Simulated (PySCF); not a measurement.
Computed shifts of a molecule C2H6Cl2Si, HF/pcSseg-1 in PySCF, GIAO, gas phase, equivalent atoms averaged, in ppm (number of nuclei): ¹³C: 8.0 (2). ²⁹Si: 41.6 (1). ¹H: 0.93 (6). References: ¹³C against TMS (σ = 192.6 ppm); ²⁹Si against TMS (σ = 393.8 ppm); ³⁵Cl against HCl (σ = 958.2 ppm); ¹H against TMS (σ = 31.99 ppm), references at their B3LYP-D3(BJ)/def2-TZVP geometries, non-relativistic (without spin–orbit terms, shifts of atoms bonded to Cl or Br come out too high). Coordinates come from a r2SCAN-D4/def2-SVP optimisation. The values are those of a single conformer.

**Question.** Pick the molecule that these values belong to.
(A) CC[SiH](Cl)Cl
(B) [SiH3]CC(Cl)Cl
(C) C[Si](C)(Cl)Cl
(D) ClCC[SiH2]Cl

**Answer.** C, C[Si](C)(Cl)Cl
